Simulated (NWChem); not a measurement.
Species: CH3FO3Si; SMILES O=CO[Si@@H](O)F

```xyz
9

O     -0.4581    -1.9114     0.6448
C      0.5285    -1.7303    -0.0352
O      0.8922    -0.5629    -0.5862
Si     0.0014     0.8777    -0.3832
O     -1.5751     0.5509    -0.1357
F      0.6881     1.6233     0.8575
H      1.2488    -2.5220    -0.2823
H      0.1984     1.6778    -1.5941
H     -1.7035    -0.2846     0.3523
```
Atoms are numbered in this order, from 1.

Results from NWChem. Medium grid unless said otherwise, to which SCAN and Minnesota functionals are sensitive. All runs use the structure optimised with B3LYP/6-31G* (spherical d). Total energies of different functionals are on different scales.

```
level             energy (Ha)  highest occupied level (eV)  orbital gap (eV)  dipole (D)
----------------  -----------  ---------------------------  ----------------  ----------
PBE/def2-TZVP       -654.7408                            …                 …           …
B3LYP/def2-TZVP     -655.2890                        -8.78              7.55        2.01
PW6B95/def2-TZVP    -655.9266                        -9.20              8.33        2.01
TPSSh/def2-TZVP     -655.2740                        -8.10              6.67        1.94
r2SCAN/def2-TZVP    -655.0736                        -7.69              5.87        1.92
```

Fill in the missing entries.


- PBE/def2-TZVP, highest occupied level (eV): -7.33
- PBE/def2-TZVP, orbital gap (eV): 5.26
- PBE/def2-TZVP, dipole (D): 1.84
